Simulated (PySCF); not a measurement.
**The first ionisation energy along the 3d series**

All values are computed (PySCF 2.14, energy differences of UHF-based or UKS calculations, no spin-orbit coupling). Values in eV. The last column holds reference values (NIST; (s) semi-empirical, (t) theoretical, else measured). Unmarked ones compare directly (S terms, centres of terms, or small fine structure); those marked * lie between the lowest fine-structure levels and include a spin-orbit shift.

| element | configurations | UHF | MP2 (valence) | SCS-MP2 (valence) | reference |
| --- | --- | --- | --- | --- | --- |
| Sc (Sapporo-DKH3-DZP-2012, spin-free X2C) | [Ar] 3d1 4s2 → [Ar] 3d1 4s1 | 5.406 | 6.053 | 6.182 | 6.562 |
| Ti (Sapporo-DKH3-DZP-2012, spin-free X2C) | [Ar] 3d2 4s2 → [Ar] 3d2 4s1 | 5.573 | 6.309 | 6.456 | 6.828 |
| Cr (Sapporo-DKH3-DZP-2012, spin-free X2C) | [Ar] 3d5 4s1 → [Ar] 3d5 | 6.013 | 6.448 | 6.158 | 6.767 |
| Mn (Sapporo-DKH3-DZP-2012, spin-free X2C) | [Ar] 3d5 4s2 → [Ar] 3d5 4s1 | 6.051 | 6.944 | 7.127 | 7.434 |
| Fe (Sapporo-DKH3-DZP-2012, spin-free X2C) | [Ar] 3d6 4s2 → [Ar] 3d6 4s1 | 6.466 | 7.426 | 7.583 | 7.904 |
| Ni (Sapporo-DKH3-DZP-2012, spin-free X2C) | [Ar] 3d8 4s2 → [Ar] 3d9 | 8.188 | 6.927 | 7.158 | 7.640 * |
| Cu (Sapporo-DKH3-DZP-2012, spin-free X2C) | [Ar] 3d10 4s1 → [Ar] 3d10 | 6.569 | 7.352 | 7.230 | 7.726 |
| Zn (Sapporo-DKH3-DZP-2012, spin-free X2C) | [Ar] 3d10 4s2 → [Ar] 3d10 4s1 | 7.831 | 8.883 | 8.908 | 9.394 |

Question: Fill in the row of V (Sapporo-DKH3-DZP-2012, spin-free X2C) ([Ar] 3d3 4s2 → [Ar] 3d4).

Answer: UHF 6.137; MP2 (valence) 6.517; SCS-MP2 (valence) 6.968; reference 6.732 (eV).

"Valence" correlates the outer s and p shells and, in groups 3 to 12 and the f block, the outer d or f shell, open or full, or the next shell where the ion has no valence electron left; the wider scheme adds the next inner shell.
